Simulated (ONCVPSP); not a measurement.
u(r) = r·R(r): atom against pseudo-atom (silicon (Si))

Columns: radius, all-electron u(r) and pseudo u(r) of the 2s shell (level -139.55 eV) of silicon in the configuration [He] 2s2 2p6 3s1.75 3p2.25; PBEsol, scalar-relativistic, ONCV scheme, ONCVPSP 4.0.1.

| r (bohr) | all-electron | pseudo |
| --- | --- | --- |
| 0.055 | -0.6325 | 0.2591 |
| 0.110 | -0.3760 | 0.5063 |
| 0.165 | 0.1169 | 0.7308 |
| 0.220 | 0.5872 | 0.9234 |
| 0.275 | 0.9496 | 1.0778 |
| 0.330 | 1.1907 | 1.1903 |
| 0.385 | 1.3250 | 1.2603 |
| 0.440 | 1.3753 | 1.2898 |
| 0.495 | 1.3643 | 1.2829 |
| 0.550 | 1.3112 | 1.2452 |
| 0.605 | 1.2317 | 1.1839 |
| 0.660 | 1.1368 | 1.1053 |
| 0.715 | 1.0351 | 1.0162 |
| 0.770 | 0.9322 | 0.9219 |
| 0.825 | 0.8321 | 0.8271 |
| 0.880 | 0.7373 | 0.7352 |
| 0.935 | 0.6494 | 0.6486 |
| 0.990 | 0.5690 | 0.5687 |
| 1.045 | 0.4963 | 0.4962 |
| 1.100 | 0.4314 | 0.4313 |
| 1.155 | 0.3738 | 0.3737 |
| 1.210 | 0.3230 | 0.3229 |
| 1.265 | 0.2784 | 0.2784 |
| 1.320 | 0.2396 | 0.2396 |
| 1.375 | 0.2058 | 0.2058 |
| 1.430 | 0.1766 | 0.1765 |

Q: How many radial nodes do the two functions have?

A: The all-electron 2s function has n − l − 1 = 1; the pseudo-wave has 0, since the states of the same l below it are removed with the core.

Q: At about which radius was the pseudo-wave matched?

A: 1.10 bohr. The columns agree to 0.0005 from 0.99 bohr on; several derivatives are matched, so the curves merge somewhat inside the radius.

Q: Where does each function peak?

A: Outermost all-electron maximum near 0.44 bohr, pseudo maximum near 0.44 bohr (to the table’s step).

Q: Is the pseudo-wave norm-conserving?

A: Yes: the ONCV scheme keeps the norm inside the radius equal to the all-electron one, which fixes the energy derivative of the logarithmic derivative at the level.
